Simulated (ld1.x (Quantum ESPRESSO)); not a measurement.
# Ranking TM potentials for chlorine (Cl)

All share these settings but for the change named:

```
Element                 : Cl (Z = 17)
Generator               : ld1.x (Quantum ESPRESSO) 7.5
Type                    : norm-conserving Troullier–Martins (Kleinman–Bylander form)
Functional              : PBE
Relativity              : scalar-relativistic
Frozen core             : [Ne]
Valence charge          : 7
Reference configuration : 3s2 3p5
Partial waves           : 3p (bound): rc 1.20 bohr; 3s (bound): rc 1.35 bohr
Local potential         : the s channel
Core correction         : Bessel-smoothed model core inside 0.90 bohr
```

Cutoff: the first of the cutoffs (Ry, on a coarse ladder) from which the occupation-weighted sum of valence levels, in a spherical-Bessel basis at the reference potential, stays within 10 and 1 mRy of its value at 400 Ry; the density cutoff is not measured.

The base gives 60 Ry.

Of 9 variants that were run, those that failed, showed a ghost or another fault, or gave nearly equal values are left out.

A variant can come out equal or close to the base.

Problem. Rank these variants from softest to hardest (loose cutoff).
A. reference 3s1 3p6
B. wave 3p (bound): rc 1.20 bohr becomes 3p (bound): rc 1.00 bohr
C. type ultrasoft; waves now 3s (bound): rcut 1.15, rcutus 1.35 bohr; 3s channel at -0.2 Ry: rcut 1.15, rcutus 1.35 bohr; 3p (bound): rcut 1.05, rcutus 1.20 bohr; 3p channel at -0.3 Ry: rcut 1.05, rcutus 1.20 bohr; local potential all-electron potential smoothed inside 0.90 bohr (lloc = -2); augmentation built from norm-conserving waves at rcut, not smoothed further
D. all radii but the core radius scaled by about 1.29 (s 1.74, p 1.54 bohr)

Solution. C (18 Ry), D (35 Ry), A (55 Ry), B (120 Ry).
